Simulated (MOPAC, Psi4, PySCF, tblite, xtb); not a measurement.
Dimer HCl ··· BF3 (SMILES Cl and FB(F)F) at R = 2.74 Å between the centres of mass, closest contact 2.72 Å (lowest of the rigid-body minima from ten starts at GFN2-xTB). Geometry in Å and degrees:

```
B
F 1 1.3154
F 1 1.3155 2 119.93
F 1 1.3156 2 120.10 3 -179.91
Cl 1 2.7226 2 89.82 3 89.48
H 5 1.2820 1 113.27 2 106.85
```

- GFN2-xTB (tblite)
- SAPT0/jun-cc-pVDZ, frozen core (Psi4)
- PBE/def2-TZVP, counterpoise-corrected (Psi4)
- PBE-D3(BJ)/def2-TZVP, counterpoise-corrected (Psi4)
- HF/aug-cc-pVDZ, counterpoise-corrected (Psi4)
- MP2/aug-cc-pVDZ = DF-MP2/aug-cc-pVDZ, frozen core, counterpoise-corrected (Psi4)
- SCS-MP2/aug-cc-pVDZ = Psi4 1.11 with DF-SCS-MP2/aug-cc-pVDZ, frozen core, counterpoise-corrected
- AM1, restricted, heats of formation (MOPAC)
- PM3, restricted, heats of formation (MOPAC)
- GFN1-xTB (xtb)
- RKS-B3LYP/6-31G* = restricted B3LYP/6-31G*, spherical d, no counterpoise correction (PySCF)
- RKS-LDA (SVWN5)/6-31G* = restricted LDA (SVWN5)/6-31G*, spherical d, no counterpoise correction run with PySCF
- RMP2/6-31G* = restricted MP2 (frozen core)/6-31G*, spherical d, no counterpoise correction (PySCF)
- RKS-M06-2X/6-31G* = restricted M06-2X/6-31G*, spherical d, no counterpoise correction (PySCF)

Problem. What interaction energy does each level give?

Solution. 
| method | E_int / kJ/mol |
|---|---|
| PM3 | -31.63 |
| RKS-LDA (SVWN5)/6-31G* | -15.73 |
| GFN2-xTB | -13.66 |
| GFN1-xTB | -8.00 |
| RKS-M06-2X/6-31G* | -7.26 |
| PBE-D3(BJ)/def2-TZVP | 0.17 |
| RMP2/6-31G* | 0.51 |
| SAPT0/jun-cc-pVDZ | 3.93 |
| PBE/def2-TZVP | 4.51 |
| RKS-B3LYP/6-31G* | 5.02 |
| MP2/aug-cc-pVDZ | 5.94 |
| AM1 | 8.35 |
| SCS-MP2/aug-cc-pVDZ | 8.95 |
| HF/aug-cc-pVDZ | 14.50 |
